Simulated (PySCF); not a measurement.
## Ionisation energy of Ge by level of theory

Ge [Ar] 3d10 4s2 4p2 [4p1/2^2, M_J = 0] → Ge⁺ [Ar] 3d10 4s2 4p1 [4p1/2^1, M_J = 1/2], as a difference of total energies. Computed with PySCF 2.14 in x2c-TZVPall-2c with one added diffuse shell each of s, p, d type (7s8p5d1f, 63 functions), with the two-component X2C-1e Hamiltonian. Correlated levels: [Ne] frozen. "Screened" scales the spin-orbit matrix elements by Boettger's factors to mimic the two-electron term; Breit and QED terms are absent.

| method | ionisation energy (eV) |
| --- | --- |
| GHF (spin-free) | 7.307 |
| GMP2 (spin-free) | 7.848 |
| GHF (screened spin-orbit) | 7.235 |
| GMP2 (screened spin-orbit) | 7.771 |

Problem. How much does correlation contribute at GMP2 (screened spin-orbit)?

Solution. 7.771 − (7.235) = 0.536 eV, measured against GHF (screened spin-orbit).

The spin-free rows relax to the high-spin LS determinant and lack the spin-orbit shift.

Errors of the correlated levels include the incompleteness of this basis and the frozen core.

The labels give the starting determinants; with spin-orbit coupling the two ends relaxed to ⟨J²⟩ = 1.72, ⟨L²⟩ = 2.01, ⟨S²⟩ = 1.99 and ⟨J²⟩ = 0.85, ⟨L²⟩ = 2.04, ⟨S²⟩ = 0.77.

The determinant of Ge mixes levels of different J (the jj label is only the starting occupation), so the difference between spin-free and spin-orbit rows is not the physical spin-orbit shift.

For comparison: 7.899 eV (measured; NIST Atomic Spectra Database, ionization energies).
